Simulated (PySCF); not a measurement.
C8H12BN.
Bonds: B1–C2, C2–C3 (aromatic), C3–C4 (aromatic), C4–C5 (aromatic), C5–C6 (aromatic), C6–C7 (aromatic), C7–N8, N8–C9, N8–C10, C2–C7 (aromatic). Hydrogens: H11, H12 on B1; H13 on C3; H14 on C4; H15 on C5; H16 on C6; H17, H18, H19 on C9; H20, H21, H22 on C10.

Method used: PBE0-D3(BJ)/def2-SVP geometry optimisation, gas phase (PySCF).

Task: List the bond lengths, angles and torsions at this level.

Result: 
```tsv
bond	length (bohr)	order
B1–C2	2.889	single
C2–C3	2.671	aromatic
C3–C4	2.620	aromatic
C4–C5	2.641	aromatic
C5–C6	2.623	aromatic
C6–C7	2.669	aromatic
C7–N8	2.600	single
N8–C9, N8–C10	2.724	single
C2–C7	2.708	aromatic
B1–H11, B1–H12	2.287	single
C3–H13	2.066	single
C4–H14	2.063	single
C5–H15	2.067	single
C6–H16	2.059	single
C9–H17, C10–H21	2.094	single
C9–H18 and 3 like bonds	2.078	single
```

Bonds in one row agree within 0.02 bohr and their mean is given. Orders are formal, as drawn. A selection of angles:
```tsv
angle	degrees
B1–C2–C3	116.0
B1–C2–C7	124.9
C3–C2–C7	117.9
C2–C3–C4	122.8
C3–C4–C5	118.1
C4–C5–C6	121.4
C5–C6–C7	120.9
C6–C7–N8	120.0
C2–C7–C6	118.6
C2–C7–N8	121.5
C7–N8–C9	120.3
C7–N8–C10	122.2
C9–N8–C10	114.0
```

Torsions: C6–C7–N8–C9 14° (synperiplanar). The mirror-image conformer, all signs reversed, is as good.

The 6-membered ring C2–C3–C4–C5–C6–C7 has internal angles of 117.9° to 122.8° (sum 720°, against 720° for a flat polygon); it is almost planar, 0.02 Å rms from its mean plane, widest ring torsion 6°. N8 (aniline-type nitrogen) is almost planar (angles 122.2°, 120.3° and 114.0°, sum 356.4°, 0.16 Å off the plane of its three neighbours). B1 (three-coordinate boron) is planar (angles 122.7°, 118.9° and 118.3°, sum 359.8°, 0.03 Å off the plane of its three neighbours). The C–N distances run from 1.376 Å (C7–N8, drawn single) to 1.444 Å (N8–C10, drawn single), a spread of 0.068 Å. The C–C distances run from 1.386 Å (C3–C4, aromatic) to 1.433 Å (C2–C7, aromatic), a spread of 0.047 Å. Of the pairs four or more bonds apart, C9···H16 is among the closest relative to their van der Waals radii: 2.48 Å, 86 % of the sum of Bondi's values.

Point group: C1 (no symmetry element, even within 0.4 Å). No PBE0-D3(BJ)/def2-SVP frequencies stand behind this structure, so it isn't proved a minimum. The numbers are those of one conformer (H–B1–C2–C3 17° and -158°).
